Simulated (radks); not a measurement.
Fractional charge and spin in the 1s shell of helium: the spin-up occupation runs from 0 to 1 and the spin-down occupation from 0 to 1; the fullest corner is He, 1s(up 1, down 1). Calculated with a radial shooting solver on a logarithmic mesh with Libxc functionals: scalar-relativistic Kohn-Sham, PBE, spin-polarised, spherical densities, finite nucleus; Fermi nuclear charge, rms radius of each element as measured or else 0.836 A^(1/3) + 0.57 fm. Energy (eV) above the fullest corner. The planes named below are the two flat planes that join the four corners, with an edge along up + down = one added electron.

down \ up       0    0.25     0.5    0.75       1
0          78.725  63.213  48.733  35.790  24.468
0.25       63.213  49.815  37.395       -       -
0.5        48.733  37.395  26.965  17.870  10.165
0.75       35.790       -  17.870  10.553   4.507
1          24.468       -  10.165   4.507   0.000

Corners above the fullest one (they belong to He+ and the next ion): (up 1, down 0) 24.468 eV, (up 0, down 1) 24.468 eV, (up 0, down 0) 78.725 eV. With half an added electron in each spin the energy lies 2.496 eV from the planes (fractional-spin error, the static-correlation error of a stretched bond), and with half an added electron in spin up alone -2.864 eV (fractional-charge error). For a frontier s shell over closed shells the exact functional lies on the planes.
